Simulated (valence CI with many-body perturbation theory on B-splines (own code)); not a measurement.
# Level structure of Ge27+

Calculated by valence CI with perturbative core correlation (CI+MBPT): three valence electrons over a frozen Dirac-Fock core [He], a basis of 11 s, 11 p, 9 d, 7 f, 5 g, 2 h, 1 i functions for each j, with the one-electron correlation potential Σ1, the two-electron term Σ2, the three-electron term Σ3, Breit, model QED; selected CI, second order for the rest (own B-spline code, finite nucleus).

The last digits are not significant, and no measured levels were compared; by estimate large intervals hold to a few tenths of a per cent, small ones and those within an open d or f shell to about a per cent.

Levels 1 to 45 of 93, with energies above the lowest level, 2s²2p ²P°_1/2. "Leading %" is the weight of the configuration and term that name the level; weights of strongly mixed levels are sums over their largest components and can fall short. In the jj column 3d3/2^4 stands for four electrons in 3d with j = 3/2.

| No. | Configuration | Term | J | E (eV) | Leading % | Second component | Leading jj |
| --- | --- | --- | --- | --- | --- | --- | --- |
| 1 | 2s²2p | ²P° | 1/2 | 0.0 | 98 |  | 2s^2 2p1/2 (98 %) |
| 2 | 2s²2p | ²P° | 3/2 | 36.5 | 98 |  | 2s^2 2p3/2 (98 %) |
| 3 | 2s2p² | ⁴P | 1/2 | 71.0 | 89 | 9 % 2s2p² ²S | 2s 2p1/2^2 (75 %) |
| 4 | 2s2p² | ⁴P | 3/2 | 91.9 | 98 |  | 2s 2p1/2 2p3/2 (96 %) |
| 5 | 2s2p² | ⁴P | 5/2 | 104.9 | 81 | 19 % 2s2p² ²D | 2s 2p1/2 2p3/2 (76 %) |
| 6 | 2s2p² | ²D | 3/2 | 136.5 | 87 | 12 % 2s2p² ²P | 2s 2p1/2 2p3/2 (90 %) |
| 7 | 2s2p² | ²P | 1/2 | 148.4 | 71 | 22 % 2s2p² ²S | 2s 2p1/2 2p3/2 (71 %) |
| 8 | 2s2p² | ²D | 5/2 | 149.9 | 81 | 19 % 2s2p² ⁴P | 2s 2p3/2^2 (76 %) |
| 9 | 2s2p² | ²S | 1/2 | 187.4 | 69 | 28 % 2s2p² ²P | 2s 2p3/2^2 (89 %) |
| 10 | 2s2p² | ²P | 3/2 | 188.9 | 87 | 11 % 2s2p² ²D | 2s 2p3/2^2 (86 %) |
| 11 | 2p³ | ⁴S° | 3/2 | 223.9 | 66 | 22 % 2p³ ²P° | 2p1/2^2 2p3/2 (80 %) |
| 12 | 2p³ | ²D° | 3/2 | 252.3 | 65 | 26 % 2p³ ⁴S° | 2p1/2 2p3/2^2 (84 %) |
| 13 | 2p³ | ²D° | 5/2 | 261.4 | 100 |  | 2p1/2 2p3/2^2 (100 %) |
| 14 | 2p³ | ²P° | 1/2 | 283.5 | 98 |  | 2p1/2 2p3/2^2 (98 %) |
| 15 | 2p³ | ²P° | 3/2 | 308.2 | 67 | 24 % 2p³ ²D° | 2p3/2^3 (94 %) |
| 16 | 2s²3s | ²S | 1/2 | 1612.4 | 95 |  | 2s^2 3s (95 %) |
| 17 | 2s²3p | ²P° | 1/2 | 1641.2 | 93 |  | 2s^2 3p1/2 (93 %) |
| 18 | 2s²3p | ²P° | 3/2 | 1651.5 | 92 |  | 2s^2 3p3/2 (92 %) |
| 19 | 2s2p3s | ⁴P° | 1/2 | 1669.5 | 93 | 4 % 2s2p3s ²P° | 2s 2p1/2 3s (96 %) |
| 20 | 2s2p3s | ⁴P° | 3/2 | 1676.9 | 83 | 13 % 2s2p3s ²P° | 2s 2p1/2 3s (83 %) |
| 21 | 2s²3d | ²D | 3/2 | 1677.3 | 96 |  | 2s^2 3d3/2 (96 %) |
| 22 | 2s²3d | ²D | 5/2 | 1680.5 | 96 |  | 2s^2 3d5/2 (96 %) |
| 23 | 2s2p3s | ²P° | 1/2 | 1687.0 | 94 |  | 2s 2p1/2 3s (88 %) |
| 24 | 2s2p3p | ⁴D | 1/2 | 1694.5 | 75 | 20 % 2s2p3p ²P | 2s 2p1/2 3p1/2 (98 %) |
| 25 | 2s2p3p | ⁴D | 3/2 | 1701.1 | 66 | 20 % 2s2p3p ²P | 2s 2p1/2 3p1/2 (84 %) |
| 26 | 2s2p3s | ⁴P° | 5/2 | 1704.9 | 98 |  | 2s 2p3/2 3s (98 %) |
| 27 | 2s2p3p | ⁴P | 3/2 | 1710.2 | 25 | 22 % 2s2p3p ⁴S | 2s 2p1/2 3p3/2 (93 %) |
| 28 | 2s2p3p | ⁴P | 1/2 | 1713.5 | 48 | 20 % 2s2p3p ²S | 2s 2p1/2 3p1/2 (78 %) |
| 29 | 2s2p3p | ²P | 1/2 | 1715.1 | 44 | 37 % 2s2p3p ⁴P | 2s 2p1/2 3p3/2 (76 %) |
| 30 | 2s2p3p | ⁴D | 5/2 | 1715.5 | 77 | 13 % 2s2p3p ⁴P | 2s 2p1/2 3p3/2 (80 %) |
| 31 | 2s2p3s | ²P° | 3/2 | 1716.2 | 87 | 10 % 2s2p3s ⁴P° | 2s 2p3/2 3s (96 %) |
| 32 | 2s2p3p | ²D | 3/2 | 1720.3 | 54 | 22 % 2s2p3p ⁴S | 2s 2p1/2 3p3/2 (87 %) |
| 33 | 2s2p3d | ⁴F° | 3/2 | 1727.9 | 83 | 8 % 2s2p3d ²D° | 2s 2p1/2 3d3/2 (96 %) |
| 34 | 2s2p3d | ⁴F° | 5/2 | 1732.9 | 76 | 16 % 2s2p3d ⁴D° | 2s 2p1/2 3d3/2 (49 %) |
| 35 | 2s2p3p | ⁴P | 3/2 | 1737.4 | 51 | 20 % 2s2p3p ²P | 2s 2p3/2 3p1/2 (93 %) |
| 36 | 2s2p3d | ⁴P° | 5/2 | 1739.0 | 44 | 24 % 2s2p3d ²D° | 2s 2p1/2 3d5/2 (69 %) |
| 37 | 2s2p3p | ⁴P | 5/2 | 1740.0 | 47 | 34 % 2s2p3p ²D | 2s 2p3/2 3p1/2 (87 %) |
| 38 | 2s2p3d | ⁴F° | 7/2 | 1740.7 | 66 | 25 % 2s2p3d ⁴D° | 2s 2p1/2 3d5/2 (82 %) |
| 39 | 2s2p3d | ⁴D° | 3/2 | 1741.6 | 53 | 27 % 2s2p3d ⁴P° | 2s 2p1/2 3d3/2 (53 %) |
| 40 | 2s2p3p | ⁴D | 7/2 | 1741.6 | 100 |  | 2s 2p3/2 3p3/2 (100 %) |
| 41 | 2s2p3d | ⁴D° | 1/2 | 1742.1 | 78 | 13 % 2s2p3d ²P° | 2s 2p1/2 3d3/2 (84 %) |
| 42 | 2s2p3p | ⁴S | 3/2 | 1744.7 | 39 | 36 % 2s2p3p ²P | 2s 2p3/2 3p3/2 (92 %) |
| 43 | 2s2p3s | ²P° | 3/2 | 1747.9 | 40 | 27 % 2s2p3d ²D° | 2s 2p3/2 3s (39 %) |
| 44 | 2s2p3s | ²P° | 1/2 | 1748.7 | 95 |  | 2s 2p3/2 3s (86 %) |
| 45 | 2s2p3d | ²F° | 5/2 | 1751.3 | 61 | 16 % 2s2p3d ²D° | 2s 2p1/2 3d5/2 (71 %) |

Names give the largest LS component (configuration and term), which can be under half, so a name can repeat, a term be missing and a line seem to break the LS rules; names also repeat where a configuration has a term twice.

The ionisation energy to 2s² ¹S0 of the next ion comes out as 2882.6 eV (NIST: 2881.9 ± 1.6 eV (semi-empirical)). All 93 levels together are meant to be complete up to 1859.8 eV.
